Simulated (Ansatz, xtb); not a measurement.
**AlClFHOSi: which of two structures lies lower**

We compare I, a singlet given by its coordinates, with II, `F[Si][O][AlH][Cl]`, a singlet. Both are isolated molecules in the gas phase, relaxed with B3LYP-D3(BJ)/def2-SVP; the shapes shown needn't be the lowest conformers.

I (Å):

```xyz
6

Al    0.3993   -0.7315    0.0347
Cl   -1.6294   -0.0173    1.1187
F    -0.0593   -1.1838   -1.5049
O     0.8301    1.0246    0.1193
Si   -0.3206    1.9374    0.7773
H     1.1937   -1.7176    0.9530
```

Close contacts (Å): Al1–Cl2 2.41, Al1–F3 1.67, Al1–O4 1.81, Cl2–Si5 2.38, O4–Si5 1.61, Al1–H6 1.56.

II (Å):

```json
{"atom": "Al", "x (Å)": "-1.2362", "y (Å)": "-2.2767", "z (Å)": "-0.8848"}
{"atom": "Cl", "x (Å)": "-1.2197", "y (Å)": "-4.3738", "z (Å)": "-0.7991"}
{"atom": "F", "x (Å)": "-4.8125", "y (Å)": "-0.8592", "z (Å)": "-1.4497"}
{"atom": "O", "x (Å)": "-2.6239", "y (Å)": "-1.4686", "z (Å)": "-0.3068"}
{"atom": "Si", "x (Å)": "-4.0940", "y (Å)": "-0.7909", "z (Å)": "0.0271"}
{"atom": "H", "x (Å)": "-0.0064", "y (Å)": "-1.4742", "z (Å)": "-1.4180"}
```

Estimate which is lower in electronic energy at CCSD(T)/def2-SVP + ΔMP2/def2-TZVPP, and by roughly how much.

The CCSD(T)/def2-SVP + ΔMP2/def2-TZVPP calculation puts structure I lower, by 8.15 kJ/mol.

How the difference moves with the method:

```json
{"level": "B3LYP-D3(BJ)/def2-SVP", "geometry": "B3LYP-D3(BJ)/def2-SVP", "E(II) − E(I) (kJ/mol)": "+15.04", "departure from the last row (kJ/mol)": "+6.88", "job, with rough time for the two": "optimisation, 98 s"}
{"level": "HF/def2-SVP", "geometry": "B3LYP-D3(BJ)/def2-SVP", "E(II) − E(I) (kJ/mol)": "−11.76", "departure from the last row (kJ/mol)": "−19.91", "job, with rough time for the two": "part of the CCSD(T) run"}
{"level": "MP2/def2-SVP", "geometry": "B3LYP-D3(BJ)/def2-SVP", "E(II) − E(I) (kJ/mol)": "+14.07", "departure from the last row (kJ/mol)": "+5.92", "job, with rough time for the two": "part of the CCSD(T) run"}
{"level": "CCSD(T)/def2-SVP", "geometry": "B3LYP-D3(BJ)/def2-SVP", "E(II) − E(I) (kJ/mol)": "+14.16", "departure from the last row (kJ/mol)": "+6.01", "job, with rough time for the two": "single point"}
{"level": "CCSD(T)/def2-SVP + ΔMP2/def2-TZVPP", "geometry": "B3LYP-D3(BJ)/def2-SVP", "E(II) − E(I) (kJ/mol)": "+8.15", "departure from the last row (kJ/mol)": "", "job, with rough time for the two": "single point, 38 s"}
```

HF/def2-SVP puts the two in the other order. The largest departure from CCSD(T)/def2-SVP + ΔMP2/def2-TZVPP is that of HF/def2-SVP, 19.91 kJ/mol. Levels run at GFN2-xTB geometries aren't shown. The last row adds to CCSD(T) the change of the MP2 difference between the two basis sets, here −6.01 kJ/mol.

With harmonic frequencies from B3LYP-D3(BJ)/def2-SVP (ideal gas, rigid rotor, one conformer each, 1000 K, 1 atm): on the last row, ΔE + ΔZPE = +6.71 kJ/mol. A mode under 50 cm⁻¹ makes harmonic enthalpies and free energies unreliable, so none is given.

The correlated steps freeze 17 core orbitals. Codes used: Ansatz 0.2.0; the last row on 1 thread of Intel(R) Xeon(R) Platinum 8259CL CPU @ 2.50GHz (Skylake/Cascade Lake) on a shared host.
